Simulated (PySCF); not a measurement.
Spinor energies of Co (cobalt, neutral)

Start: [Ar] 3d9; 3d3/2 filled at m_j = -3/2, -1/2, +1/2, +3/2; 3d5/2 filled at m_j = -3/2, -1/2, +1/2, +3/2, +5/2. Calculated with PySCF 2.14 in x2c-TZVPall-2c (6s7p4d1f, 54 functions): generalised Hartree-Fock with the X2C-1e Hamiltonian and a Gaussian nucleus; one run each with spin-orbit coupling (SO) switched off, then screened by Boettger's factors. This is a chosen level, not necessarily the ground level.

| spinor shell | electrons | ε, spin-free (eV) | ε, screened SO (eV) | weight of nominal j (screened SO) | rms radius, screened SO (bohr) |
| --- | --- | --- | --- | --- | --- |
| 1s1/2 | 2 | -7767.6 | -7767.5 | 1.000 | 0.0649 |
| 2s1/2 | 2 | -955.13 | -955.10 | 1.000 | 0.276 |
| 2p1/2 | 2 | -812.90 | -823.30 | 0.999 | 0.247 |
| 2p3/2 | 4 | -812.90 | -807.80 | 1.000 | 0.249 |
| 3s1/2 | 2 | -115.86 | -115.85 | 1.000 | 0.839 |
| 3p1/2 | 2 | -73.127 | -75.459 | 0.930 | 0.898 |
| 3p3/2 | 4 | -73.127 | -71.974 | 0.965 | 0.908 |
| 3d3/2 | 4 | -6.785 | -7.418 | 0.709 | 1.47 |
| 3d5/2 | 5 | -6.785 | -6.287 | 0.769 | 1.56 |

```tsv
quantity	spin-free	screened SO
E (hartree)	-1391.57289	-1391.60042
M_J	5/2	5/2
⟨J²⟩	8.926	8.931
⟨L²⟩	6.150	6.157
⟨S²⟩	0.776	0.777
```

Each row is a mean over spinors that exchange with the open shell spreads, by up to 6.352 eV (3p3/2).

Rows whose weight is well below 1 are mixtures of j = l ± 1/2: exchange outweighs spin-orbit coupling there, and the label is only the starting occupation.

⟨J²⟩ departs a little from M_J(M_J + 1) because the unrestricted spinors polarise the closed shells.

Without spin-orbit coupling the j labels of p, d and f shells carry no meaning; the spin-free column gives the mean over the occupied spinors of each nl shell, and its ⟨J²⟩ belongs to a mixture of degenerate components.
